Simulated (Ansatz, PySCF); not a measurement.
Reaction (SMILES): NB(N)O + 2 B (BH3) -> 2 BN (BNH4) + BO (H3BO) [borinic acid]
Each molecule is optimised on its own at B3LYP-D3(BJ)/def2-TZVP (Ansatz, an electronic-structure program), one conformer each, not searched for the lowest. Frequencies are from Ansatz or PySCF.
Geometry of the first species:
```xyz
9

N      1.2674    -0.5594     0.3003
B      0.0087     0.0178    -0.0050
N     -1.2056    -0.7175     0.1240
O      0.0251     1.3366    -0.4359
H      2.1166    -0.0324     0.2058
H      1.3968    -1.5005     0.6208
H     -2.1110    -0.3378    -0.0839
H     -1.2384    -1.6718     0.4339
H     -0.8407     1.6984    -0.6344
```
Charge 0, spin multiplicity 1.

Wanted: bond separation energy (enthalpy at 298 K, with B3LYP-D3(BJ) rigid-rotor harmonic-oscillator terms), in kcal/mol. Correlated levels leave the core frozen unless marked. No spin-orbit coupling. No relativistic terms. Basis-set limits of correlation are two-point, X^-3; Hartree-Fock from the larger set.

```tsv
level	program	bond separation energy (kcal/mol)
BLYP-D4/def2-TZVPD	Ansatz + dftd4	-27.4
B3LYP-D3(BJ)/def2-TZVPD	Ansatz + dftd3	-25.7
PBE0/def2-TZVPD	Ansatz	?
PBE0/def2-QZVPP	Ansatz	?
BHLYP-D4/def2-TZVPD	Ansatz + dftd4	?
CAM-B3LYP/def2-TZVPD	Ansatz	-25.6
LC-wPBE/def2-TZVPD	Ansatz	-24.8
SCS-MP2/cc-pwCVTZ	Ansatz	-24.9
CCSD/STO-3G	Ansatz	-52.1
CCSD/aug-cc-pVTZ	Ansatz	-22.2
CCSD(T)/CBS(cc-pVTZ,cc-pVQZ)	Ansatz	?
```

Question: Complete the blanks.

Answer: 
- PBE0/def2-TZVPD, bond separation energy (kcal/mol): -26.3
- PBE0/def2-QZVPP, bond separation energy (kcal/mol): -26.6
- BHLYP-D4/def2-TZVPD, bond separation energy (kcal/mol): -22.1
- CCSD(T)/CBS(cc-pVTZ,cc-pVQZ), bond separation energy (kcal/mol): -24.4
